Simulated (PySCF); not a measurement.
ethynylcyclopropane (C5H6), SMILES C#CC1CC1. Geometry optimised at PBE-D3(BJ)/def2-SVP.

Method: PBE-D3(BJ)/def2-SVP run with PySCF 2.14.0.

Harmonic wavenumbers (cm⁻¹): 194, 202, 489, 500, 601, 656, 742, 790, 795, 879, 961, 1014, 1023, 1057, 1093, 1142, 1188, 1329, 1383, 1435, 2164, 3070, 3071, 3074, 3165, 3175, 3411. Rotational constants (GHz): 15.76, 3.280, 3.116; symmetry number 1.

Work out the zero-point energy and the ideal-gas rigid-rotor harmonic-oscillator thermochemistry at 298.15 K and 1 atm.

ZPE = ½ Σ hcν = ½ × 38601 cm⁻¹ = 55.18 kcal/mol. H − E(el) = 59.07 kcal/mol. Entropy in cal/(mol K): translation 38.48, rotation 25.10, vibration 7.88, total 71.47. G − E(el) = 37.76 kcal/mol. Cp = 21.26 cal/(mol K).
